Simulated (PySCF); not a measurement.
C4H11As.
Bonds: C1–C2, C2–C3, C3–C4, C4–As5. Hydrogens: H6, H7, H8 on C1; H9, H10 on C2; H11, H12 on C3; H13, H14 on C4; H15, H16 on As5.

All values: CAM-B3LYP/def2-SVPD (PySCF, non-relativistic), on one gas-phase PBE0-D3(BJ)/def2-SVP geometry that isn't relaxed in the solvent. The solvent is an IEF-PCM continuum (van der Waals radii × 1.2). Specific hydrogen bonds and non-electrostatic terms are outside this model. Spin–orbit coupling is left out although an atom past zinc is present.

Gas phase at CAM-B3LYP/def2-SVPD: HOMO -8.39 eV, LUMO 1.07 eV, dipole 1.11 D.

Question: What does the continuum do to the energy, the frontier levels and the dipole at CAM-B3LYP/def2-SVPD in chloroform and dimethylsulfoxide?

Answer: 
```json
{"solvent": "chloroform", "ε": "4.711", "E(solvent) − E(gas) (kcal/mol)": "-0.97", "polarisation term (kcal/mol)": "-1.08", "distortion of the solute (kcal/mol)": "0.11", "HOMO (eV)": "-8.34", "LUMO (eV)": "1.21", "dipole (D)": "1.35"}
{"solvent": "dimethylsulfoxide", "ε": "46.83", "E(solvent) − E(gas) (kcal/mol)": "-1.38", "polarisation term (kcal/mol)": "-1.62", "distortion of the solute (kcal/mol)": "0.24", "HOMO (eV)": "-8.35", "LUMO (eV)": "1.25", "dipole (D)": "1.46"}
```

The first energy column is the sum of the next two and covers electrostatics alone. From chloroform to dimethylsulfoxide the lowering changes by a factor 1.43, Onsager's factor (ε − 1)/(2ε + 1) by 1.36 and ε itself by 9.9.

Question: Which radius a makes the point-dipole formula ΔE = −[(ε − 1)/(2ε + 1)]·μ²/a³ give the value in dimethylsulfoxide, with the gas-phase dipole?

Answer: μ = 0.436 au and |ΔE| = 0.00220 Eh give a = 1.84 Å; the farthest nucleus lies 3.29 Å from the centroid of the nuclei, so such a sphere wouldn't even hold the nuclei. The formula assumes a rigid point dipole at the centre of a sphere.

Question: How does the static polarisability (CAM-B3LYP/def2-SVPD, frozen core, with the continuum's full static response) change?

Answer: 
```
           medium  isotropic (au)  principal values (au)  ⟨r²⟩ of the electrons (bohr²)
              gas            83.7      72.3, 77.2, 101.6                         1302.1
       chloroform           105.9     95.0, 100.9, 121.8                         1302.7
dimethylsulfoxide           118.0    109.1, 114.8, 130.2                         1303.0
```

The isotropic value in dimethylsulfoxide is 1.41 times the gas-phase one; no cavity-field correction is applied. ⟨r²⟩ is taken about the centre of nuclear charge.

The values belong to the conformer `[CH3:1][CH2:2][CH2:3][CH2:4][AsH2:5]`: C1–C2–C3–C4 180°, C2–C3–C4–As5 180°, H–As5–C4–C3 -46°, H–As5–C4–C3 46°.
